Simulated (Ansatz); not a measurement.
Relaxation of BF$_{2}$H$_{3}$OS (8 atoms, charge 0, multiplicity 1), to a largest force component of 0.03 eV/Å in at most 50 steps.

These are results of RHF/def2-SVP in Ansatz 0.2.0, not measurements.

```xyz
8
Properties=species:S:1:pos:R:3:forces:R:3
B 0.078 0.639 -0.213 -0.06 0.66 0.34
O -0.226 -0.348 2.182 -0.20 1.19 0.20
H -1.026 -0.824 2.351 -0.02 -0.01 0.00
F 1.219 0.066 -0.465 0.01 -0.01 0.01
F -1.031 0.083 -0.620 0.01 0.00 0.01
S -0.008 2.350 0.525 0.07 -0.53 -0.45
H 1.303 2.483 0.736 0.00 0.00 0.00
H -0.416 0.579 2.395 0.19 -1.30 -0.10
```

Question: Where does it end, and by what steps?

Answer: It converged. After 11 steps the energy has fallen by 0.103 eV; H8 moved furthest, 0.48 Å.

```
step  energy less start (eV)  largest force component (eV/Å)  accepted
   0                  0.0000                           1.304       yes
   1                 -0.0380                           1.455       yes
   2                 -0.0323                           0.843        no
   3                 -0.0769                           0.553       yes
   4                 -0.0905                           0.246       yes
   5                 -0.0957                           0.346       yes
   6                 -0.0995                           0.198       yes
   7                 -0.1013                           0.091       yes
   8                 -0.1019                           0.074       yes
   9                 -0.1030                           0.044       yes
  10                 -0.0838                           0.965        no
  11                 -0.1030                           0.030       yes
```

```xyz
8
Properties=species:S:1:pos:R:3
B 0.058 0.708 -0.127
O -0.260 -0.242 2.147
H -0.789 -1.026 2.136
F 1.152 0.012 -0.296
F -1.088 0.173 -0.478
S 0.103 2.481 0.296
H 1.420 2.557 0.492
H -0.704 0.366 2.720
```

Whether the end is a true minimum wasn't checked by a vibrational analysis.

Time of the run: 21 s on 1 thread of Arm Neoverse V2, with other jobs on the host, peak memory 0.16 GiB.
